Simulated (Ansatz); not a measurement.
Results of the Gaussian-basis code of Ansatz.

A structure relaxed at PBE0-D4/def2-TZVP, charge 0, multiplicity 1:

```xyz
9

C    -0.4220    0.0617   -1.4489
Ga    0.0472    0.1626    0.4467
S    -0.4077    1.9498    1.6521
S     1.0604   -1.4634    1.5423
H     0.4859   -0.0128   -2.0511
H    -1.0282   -0.8262   -1.6388
H    -0.9794    0.9456   -1.7597
H     0.1198    1.4568    2.7846
H     1.1240   -2.2741    0.4729
```

(1) Give its formula and SMILES.

(2) Point group (tolerance 0.08 Å, 0.16 Å for H)?

(3) Summarise the bond lengths by kind.

Answers

(1) CH5GaS2, `[CH3][Ga]([SH])[SH]`.

(2) Cs.

(3) 1 × C–Ga 1.955 Å; 3 × C–H 1.090 to 1.092 Å; 2 × Ga–S 2.203 to 2.207 Å; 2 × H–S 1.343 Å.
